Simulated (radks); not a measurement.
The numbers below are computed, except where a source is named.
Task: Br0.625+, configuration [He] 2s2 2p(1/2: 2, 3/2: 3.375) 3s2 3p6 3d10 4s2 4p5 (fractional occupations, a model configuration). Level of theory: Dirac Kohn-Sham, PBEsol, spin-unpolarised, spherical densities, point nucleus; open shells fill j = l - 1/2 first (a radial shooting solver on a logarithmic mesh with Libxc functionals). Some entries of the table are withheld. Estimate them.

| orbital | occ. | eigenvalue (eV) | <r^2> (bohr^2) | r(max) (bohr) |
|---|---|---|---|---|
| 1s1/2 | 2 | -13381.28 | 0.002461 | 0.02792 |
| 2s1/2 | 2 | -1777.479 | 0.04187 | 0.1588 |
| 2p1/2 | 2 | -1611.561 | 0.03203 | 0.1246 |
| 2p3/2 | 3.375 | -1563.320 | 0.03345 | 0.1278 |
| 3s1/2 | 2 | -255.4470 | 0.3412 | 0.4795 |
| 3p1/2 | 2 | -196.0402 | (1) | (2) |
| 3p3/2 | 4 | -188.9172 | (3) | (4) |
| 3d3/2 | 4 | -84.8466 | 0.3934 | (5) |
| 3d5/2 | 6 | -83.6401 | 0.3988 | (6) |
| 4s1/2 | 2 | -28.0332 | (7) | 1.375 |
| 4p1/2 | 2 | -15.1983 | 4.199 | 1.559 |
| 4p3/2 | 3 | -14.5914 | 4.374 | 1.590 |

Result: 
(1) 3p1/2 <r^2> (bohr^2): 0.3508
(2) 3p1/2 r(max) (bohr): 0.4687
(3) 3p3/2 <r^2> (bohr^2): 0.3638
(4) 3p3/2 r(max) (bohr): 0.4772
(5) 3d3/2 r(max) (bohr): 0.4163
(6) 3d5/2 r(max) (bohr): 0.4190
(7) 4s1/2 <r^2> (bohr^2): 2.932
